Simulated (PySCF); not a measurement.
Structure with atom numbers: `[CH2:1]=[CH:2][O:3][B:4]([F:5])[O:6][CH3:7]`; H(Xn) means a hydrogen on atom n. Ha(C1) is cis to O3; Hb(C1) is trans to O3.

Geometry: PBE0-D3(BJ)/def2-SVP; GIAO shifts from PySCF, gas phase, non-relativistic, averaged over equivalent atoms.

At BLYP/pcSseg-1 (149 basis functions, 13 s wall time on 1 thread of an Intel Xeon 6975P-C, shared host):
```
 atoms  δ (ppm)
    C2    150.3
    C1     97.9
    C7     54.3
    O3    177.6
    O6     85.3
    B4     13.2
    F5   -155.1
 H(C2)     6.86
Ha(C1)     4.77
Hb(C1)     4.29
 H(C7)     3.87
```

Chemical shifts δ = σref − σ; TMS for $^{13}$C (σ = 175.31 ppm), $^{1}$H (σ = 31.36 ppm); $^{17}$O (σ = 333.67 ppm) against H2O; $^{11}$B (σ = 92.85 ppm) against BF3·OEt2; $^{19}$F (σ = 145.46 ppm) vs CFCl3, all at this level.

Problem. What do these become at PBE0/IGLO-III?

Solution. 
| atoms | δ at PBE0/IGLO-III | change |
| --- | --- | --- |
| C2 | 154.2 | +3.9 |
| C1 | 101.6 | +3.7 |
| C7 | 52.6 | -1.7 |
| O3 | 155.3 | -22.3 |
| O6 | 65.2 | -20.1 |
| B4 | 13.5 | +0.3 |
| F5 | -144.4 | +10.7 |
| H(C2) | 7.14 | +0.28 |
| Ha(C1) | 4.90 | +0.13 |
| Hb(C1) | 4.46 | +0.17 |
| H(C7) | 3.72 | -0.15 |

Chemical shifts δ = σref − σ; $^{13}$C (183.78 ppm), $^{1}$H (31.37 ppm) vs TMS; $^{17}$O (327.19 ppm) against H2O; BF3·OEt2 for $^{11}$B (99.94 ppm); CFCl3 for $^{19}$F (174.63 ppm), all at this level.

The largest change is at O3 (oxygen bonded to C, B). Cost: 305 basis functions, 47 s wall time on 1 thread of an Arm Neoverse V1, shared host. The order of the carbon signals is the same at both levels.

Unscaled 19F shifts against computed CFCl3 carry errors that often reach 10 to 50 ppm. Experimental scales use liquid or dissolved standards, which lie at an offset from isolated H2O (liquid H2O: subtract about 36 ppm).
